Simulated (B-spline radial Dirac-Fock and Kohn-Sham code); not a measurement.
**X-ray form factors of erbium in several charge states**

Model: relativistic Hartree-Fock (Dirac-Fock) wave functions, averaged over the configuration. Program: a radial B-spline solver.

Configurations: Er¹⁰⁺ [Kr] 4d10 4f10 5s2; Er¹¹⁺ [Kr] 4d10 4f9 5s2; Er¹²⁺ [Kr] 4d10 4f8 5s2. The first column is f₀ of Er¹⁰⁺, the others are differences from it.

```
s (Å⁻¹)   Er¹⁰⁺  Δ Er¹¹⁺  Δ Er¹²⁺
      0  58.000   -1.000   -2.000
    0.1  56.871   -0.924   -1.855
    0.2  53.751   -0.729   -1.483
    0.3  49.305   -0.491   -1.023
    0.4  44.299   -0.280   -0.605
    0.5  39.344   -0.129   -0.296
    0.7  30.853   +0.013   +0.011
    0.9  24.740   +0.041   +0.082
    1.1  20.659   +0.032   +0.067
    1.4  16.980   +0.011   +0.025
```

Values without a named source are computed, but for edge energies of neutral atoms, which are taken from tables.
